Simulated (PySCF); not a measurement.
**Spinor energies of Cr (chromium, neutral)**

Start: [Ar] 3d5 4s1; 3d3/2 filled at m_j = -3/2, -1/2, +1/2, +3/2; 3d5/2 filled at m_j = +5/2; 4s1/2 filled at m_j = +1/2. Calculated with PySCF 2.14 in x2c-TZVPall-2c (6s7p4d1f, 54 functions): generalised Hartree-Fock with the X2C-1e Hamiltonian and a Gaussian nucleus; one run each with spin-orbit coupling (SO) switched off, then screened by Boettger's factors.

| spinor shell | electrons | ε, spin-free (eV) | ε, screened SO (eV) | weight of nominal j (screened SO) | rms radius, screened SO (bohr) |
| --- | --- | --- | --- | --- | --- |
| 1s1/2 | 2 | -6041.8 | -6041.8 | 1.000 | 0.0734 |
| 2s1/2 | 2 | -722.75 | -722.74 | 1.000 | 0.316 |
| 2p1/2 | 2 | -604.02 | -610.16 | 0.983 | 0.286 |
| 2p3/2 | 4 | -604.02 | -601.00 | 0.991 | 0.288 |
| 3s1/2 | 2 | -90.951 | -90.949 | 1.000 | 0.971 |
| 3p1/2 | 2 | -56.143 | -56.517 | 0.664 | 1.06 |
| 3p3/2 | 4 | -56.143 | -55.963 | 0.832 | 1.06 |
| 3d3/2 | 4 | -9.979 | -9.991 | 0.506 | 1.60 |
| 3d5/2 | 1 | -9.979 | -9.932 | 1.000 | 1.60 |
| 4s1/2 | 1 | -6.168 | -6.168 | 1.000 | 3.90 |

```csv
quantity,spin-free,screened SO
E (hartree),-1049.63734,-1049.64898
M_J,3,3
⟨J²⟩,12.000,12.000
⟨L²⟩,0.000,0.001
⟨S²⟩,12.000,12.000
```

Each row is a mean over spinors that exchange with the open shell spreads, by up to 11.775 eV (3p3/2).

Rows whose weight is well below 1 are mixtures of j = l ± 1/2: exchange outweighs spin-orbit coupling there, and the label is only the starting occupation.

Without spin-orbit coupling the j labels of p, d and f shells carry no meaning; the spin-free column gives the mean over the occupied spinors of each nl shell.
